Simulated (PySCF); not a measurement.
C4H13GePS.
Atom-mapped SMILES: `[CH3:1][CH2:2][CH2:3][Ge@H:4]([PH2:5])[S:6][CH3:7]` (hydrogens: H8, H9, H10 on C1; H11, H12 on C2; H13, H14 on C3; H15 on Ge4; H16, H17 on P5; H18, H19, H20 on C7)

Theory: PBE0-D3(BJ)/def2-SVP geometry optimisation, gas phase (PySCF).

(1) Give the optimised bond lengths and angles.

Results:

(1) 
```json
{"bond": "C1–C2", "length (Å)": "1.521", "order": "single"}
{"bond": "C2–C3", "length (Å)": "1.526", "order": "single"}
{"bond": "C3–Ge4", "length (Å)": "1.966", "order": "single"}
{"bond": "Ge4–P5", "length (Å)": "2.324", "order": "single"}
{"bond": "Ge4–S6", "length (Å)": "2.230", "order": "single"}
{"bond": "S6–C7", "length (Å)": "1.821", "order": "single"}
{"bond": "C1–H8, C1–H9, C1–H10", "length (Å)": "1.102", "order": "single"}
{"bond": "C2–H11", "length (Å)": "1.104", "order": "single"}
{"bond": "C2–H12", "length (Å)": "1.104", "order": "single"}
{"bond": "C3–H13", "length (Å)": "1.103", "order": "single"}
{"bond": "C3–H14", "length (Å)": "1.103", "order": "single"}
{"bond": "Ge4–H15", "length (Å)": "1.549", "order": "single"}
{"bond": "P5–H16, P5–H17", "length (Å)": "1.429", "order": "single"}
{"bond": "C7–H18, C7–H19, C7–H20", "length (Å)": "1.099", "order": "single"}
```

Bonds in one row agree within 0.01 Å and their mean is given. Orders are formal, as drawn. A selection of angles:
```json
{"angle": "C2–C1–H8", "degrees": "112.0"}
{"angle": "H8–C1–H9", "degrees": "107.3"}
{"angle": "C1–C2–C3", "degrees": "114.0"}
{"angle": "C1–C2–H11", "degrees": "109.2"}
{"angle": "C1–C2–H12", "degrees": "109.5"}
{"angle": "C3–C2–H11", "degrees": "108.8"}
{"angle": "C3–C2–H12", "degrees": "109.4"}
{"angle": "H11–C2–H12", "degrees": "105.6"}
{"angle": "C2–C3–Ge4", "degrees": "115.1"}
{"angle": "C2–C3–H13", "degrees": "110.7"}
{"angle": "C2–C3–H14", "degrees": "111.2"}
{"angle": "Ge4–C3–H13", "degrees": "105.8"}
{"angle": "Ge4–C3–H14", "degrees": "107.4"}
{"angle": "H13–C3–H14", "degrees": "106.2"}
{"angle": "C3–Ge4–P5", "degrees": "112.4"}
{"angle": "C3–Ge4–S6", "degrees": "109.9"}
{"angle": "C3–Ge4–H15", "degrees": "109.6"}
{"angle": "P5–Ge4–S6", "degrees": "106.9"}
{"angle": "P5–Ge4–H15", "degrees": "109.1"}
{"angle": "S6–Ge4–H15", "degrees": "108.8"}
{"angle": "Ge4–P5–H16", "degrees": "93.7"}
{"angle": "H16–P5–H17", "degrees": "93.4"}
{"angle": "Ge4–S6–C7", "degrees": "100.6"}
{"angle": "S6–C7–H18", "degrees": "112.0"}
{"angle": "S6–C7–H19", "degrees": "106.8"}
{"angle": "H18–C7–H19", "degrees": "108.3"}
{"angle": "H18–C7–H20", "degrees": "109.6"}
```

Torsions: C1–C2–C3–Ge4 64° (synclinal); C2–C3–Ge4–P5 -82° (synclinal); C3–Ge4–S6–C7 -66° (synclinal).

Ge4 (germanium bonded to C, P, S and H) is tetrahedral (angles from 106.9° to 112.4°). S6 (sulfur bonded to C and Ge) is bent (angle 100.6°). Of the pairs four or more bonds apart, P5···H8 is among the closest relative to their van der Waals radii: 3.11 Å, 104 % of the sum of Bondi's values. P5 (three-coordinate phosphorus) is pyramidal (angles 93.7°, 93.4° and 92.8°, sum 279.9°, 0.87 Å off the plane of its three neighbours).

Point group: C1 (no symmetry element, even within 0.4 Å). No PBE0-D3(BJ)/def2-SVP frequencies stand behind this structure, so it isn't proved a minimum. One conformer, not necessarily the lowest (C1–C2–C3–Ge4 64°, C2–C3–Ge4–P5 -82°, C3–Ge4–P5–H -156° and -62°, C3–Ge4–S6–C7 -66°).
